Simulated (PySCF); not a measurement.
One reaction down a group: B, Al, Ga, In

The same gas-phase reaction for B, Al, Ga, In:
- 2 BI3 + H2 → 3 I2 + 2 BH
- 2 AlI3 + H2 → 3 I2 + 2 AlH
- 2 GaI3 + H2 → 3 I2 + 2 GaH
- 2 InI3 + H2 → 3 I2 + 2 InH

Energies from PySCF, thermal terms from the rigid-rotor harmonic-oscillator model, ideal gas at 1 bar. † marks an energy on the PBE0/def2-TZVP geometry and frequencies; other levels use their own. MP2 freezes the core. All species are closed-shell singlets. I, In: scalar-relativistic def2 core potential, no spin-orbit coupling. Ga: all electrons, no relativistic terms. GaH, InH: computed as isolated molecules; such fragments, hydroxides, amides, oligomers or adducts are transient or little studied in the gas. MP2 isn't extrapolated to the basis-set limit. The harmonic model lacks anharmonicity and excited electronic states, which grow with temperature; levels with a mode under 35 cm⁻¹ are left out. Soft modes under 120 cm⁻¹ make the harmonic entropy rough for BI3, AlI3, GaI3, InI3.

ΔH°(298 K) in kJ, by level:

```
level                    B      Al      Ga     In
------------------  ------  ------  ------  -----
ωB97M-V/def2-TZVP†  1049.8  1087.0   882.7  825.7
M06-2X/def2-TZVP†   1050.7  1112.1   947.9  886.4
MP2/def2-SVP†       1185.5  1188.3  1028.8  954.6
PBE0/def2-QZVP†     1085.7  1087.0   883.5  809.7
r2SCAN/def2-TZVP†   1140.5  1155.8   944.0  855.0
PBE/def2-SVP        1154.0  1073.9   879.0  785.5
LDA/def2-TZVP†      1233.0  1119.6   937.5  839.1
PBE0/def2-TZVP      1097.9  1097.6   898.8  818.0
```

At ωB97M-V/def2-TZVP†, ΔH° is not monotonic: it is lowest for In and highest for Al, over a range of 261.3 kJ; the steps are +37.2, -204.3, -57.0 kJ. 5 of the 8 levels shown give the same order; PBE/def2-SVP, LDA/def2-TZVP†, PBE0/def2-TZVP order the members differently. The levels scatter most for B (183.2 kJ between the highest and the lowest) and least for Al (114.4 kJ). ΔS°(298 K) runs from 267.1 to 294.5 J/K, so TΔS° at 298 K spreads over 8.2 kJ among the members, against 261.3 kJ for ΔH°.

Free energies at ωB97M-V/def2-TZVP†:

| member | ΔS°(298 K), J/K | ΔG°(298 K), kJ | ΔG°(1600 K), kJ | ΔG° changes sign |
|---|---|---|---|---|
| B | 294.5 | 962 | 595 | none from 298 to 2500 K |
| Al | 277.7 | 1004 | 665 | none from 298 to 2500 K |
| Ga | 278.9 | 800 | 462 | none from 298 to 2500 K |
| In | 267.1 | 746 | 424 | none from 298 to 2500 K |

The NASA 1993 table, where it holds all species, gives ΔH°(298 K) = 1093 kJ for Al; its entries are part measured, part old estimates, and weren't checked at source. After a fit of one offset per element over all species, the range-separated, M06-2X, PBE0/def2-QZVP and CCSD(T)/def2-TZVPP enthalpies, where run, lie to one side of the table for I2 (+16 kJ/mol), AlH (-36 kJ/mol): a fault of the table's entry, another state or a shared error of the levels is possible; this was not checked at source.
